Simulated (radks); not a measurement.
Neutral rhodium inside a hard spherical wall (all orbitals vanish at R), configuration held at [Kr] 4d8 5s1 and not refilled when levels cross. All-electron calculation, scalar-relativistic Kohn-Sham, LDA (Slater exchange, VWN5 correlation), spin-polarised, spherical densities, point nucleus; open shells are filled with parallel spins first (spin-orbit coupling, left out, can overturn this in heavy ions). Program: a radial shooting solver on a logarithmic mesh with Libxc functionals. Eigenvalues in eV for spin up, with the zero of energy where the potential of the charges vanishes at infinity; a dash marks a level that is unbound or too diffuse for the functional's potential to be trusted. A positive occupied level is held by the wall or, in an anion where self-interaction has pushed it up, behind a barrier. The pressure on the wall is -dE/dV.

| R (bohr) | E (hartree) | kinetic (hartree) | e(4s) | e(4p) | e(4d) | e(5s) | e(5p, empty) | e(6s, empty) | pressure (GPa) |
|---|---|---|---|---|---|---|---|---|---|
| free | -4779.55462 | 4948.612 | -83.019 | -51.027 | -6.676 | -4.987 | -1.190 | -0.007 | 0 |
| 15 | -4779.55462 | 4948.612 | -83.019 | -51.027 | -6.676 | -4.987 | -1.184 | 0.440 | < 0.0001 |
| 12 | -4779.55460 | 4948.612 | -83.017 | -51.024 | -6.673 | -4.985 | -1.154 | 0.998 | 0.000398 |
| 8 | -4779.55222 | 4948.632 | -82.882 | -50.890 | -6.547 | -4.846 | -0.676 | 4.443 | 0.103 |
| 7 | -4779.54680 | 4948.669 | -82.672 | -50.682 | -6.356 | -4.614 | -0.144 | 7.145 | 0.443 |
| 6 | -4779.52873 | 4948.775 | -82.158 | -50.175 | -5.892 | -4.000 | 1.009 | 12.160 | 2.04 |
| 5 | -4779.46470 | 4949.099 | -80.869 | -48.917 | -4.740 | -2.316 | 3.709 | 22.304 | 10.8 |
| 3 | -4777.94106 | 4955.217 | -67.988 | -36.580 | 7.836 | 21.605 | 34.863 | 110.61 | 714 |
| 2.5 | -4775.53900 | 4964.308 | -56.913 | -25.689 | 20.412 | 50.073 | 68.427 | 190.53 | 2950 |
| 1.5 | -4736.65205 | 5090.441 | 35.473 | 74.104 | 137.37 | 343.17 | 378.31 | 817.80 | 128000 |
